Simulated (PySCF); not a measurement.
C₅H₇F.

```xyz
13

C     -0.8340    -2.2213     0.0000
C     -0.0689    -1.1248     0.0000
F      1.2639    -1.2547     0.0000
C     -0.5356     0.2514     0.0000
C      0.2790     1.3172     0.0000
C     -0.1702     2.7359     0.0000
H     -1.9195    -2.1269     0.0000
H     -0.3833    -3.2143     0.0000
H     -1.6224     0.3822     0.0000
H      1.3593     1.1341     0.0000
H      0.2179     3.2727    -0.8821
H     -1.2665     2.8214     0.0000
H      0.2179     3.2727     0.8821
```

Geometry optimised at PBE0-D3(BJ)/def2-SVP. Other conformers were not sampled.

Computed with PBE0/pcSseg-1 run with PySCF. Non-relativistic, no solvent.

Task: Give the absolute GIAO shielding of each atom: isotropic value and principal components (ppm). (Estimate from the structure and the level; the computed values follow.)

Result: 
```csv
atom,σ(iso),σ11,σ22,σ33,span
C1,87.9,-2.4,110.6,155.6,158.1
C2,13.8,-93.2,55.6,79.0,172.2
F3,288.6,183.4,289.5,393.0,209.5
C4,54.1,-49.9,82.7,129.6,179.5
C5,46.7,-64.7,37.0,167.9,232.6
C6,163.3,149.4,157.0,183.6,34.2
H7,26.9,25.1,25.3,30.2,5.2
H8,26.5,24.2,24.8,30.5,6.4
H9,25.5,23.1,23.8,29.4,6.3
H10,25.0,22.6,23.0,29.6,7.1
H11,29.3,25.5,27.0,35.2,9.7
H12,29.5,25.8,28.9,33.9,8.1
H13,29.3,25.5,27.0,35.2,9.7
```
